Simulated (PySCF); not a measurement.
CH2N, SMILES C=[N], multiplicity 2. Atoms are numbered in the order given.

```xyz
4

C      0.0000     0.0000    -0.5009
N      0.0000     0.0000     0.7359
H      0.0000     0.9378    -1.0730
H      0.0000    -0.9378    -1.0730
```
Charge 0, spin multiplicity 2.

Geometry optimised at PBE0-D3(BJ)/def2-TZVPD. The isomer is the one that the SMILES or the coordinates give; other isomers of the formula were not compared.

The numbers are results of B3LYP/pcH-1 in PySCF, not measurements.

Unrestricted Kohn–Sham, ⟨S²⟩ = 0.760. Hyperfine tensors hold the contact and dipolar terms, without spin-orbit corrections.

Computed hyperfine couplings:
| nucleus | A(iso) (MHz) | A(iso) (G) | dipolar principal values (MHz) |
|---|---|---|---|
| 13C no. 1 | -72.6 | -25.9 | -18.9, 1.3, 17.6 |
| 14N no. 2 | 23.1 | 8.2 | -48.0, -36.8, 84.8 |
| 1H no. 3 | 239.7 | 85.5 | -6.2, -3.3, 9.5 |
| 1H no. 4 | 239.7 | 85.5 | -6.2, -3.3, 9.5 |

And the g tensor (effective nuclear charges for spin-orbit coupling, GIAO)? (Estimate from the structure and the level; the computed values follow.)

principal values 2.0009, 2.0023, 2.0053; isotropic 2.0028.
